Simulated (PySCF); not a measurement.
Vertical excitations of a molecule C2H8BN from TDA-LC-ωPBE/def2-SVPD (PySCF), as energy in eV (oscillator strength): 7.40 (0.002), 8.12 (0.047), 8.66 (0.162), 8.85 (0.136), 9.03 (0.075), 9.37 (0.002), 9.42 (0.030), 9.59 (0.008), 9.80 (0.181), 10.00 (0.005). Lowest triplet (TDA): 6.59 eV. Geometry: B3LYP-D3(BJ)/def2-SVP. Other conformers were not sampled.

Problem. Identify the compound among the candidates.
A) CBNC
B) CB(C)N
C) CCBN
D) BN(C)C

Solution. C, CCBN
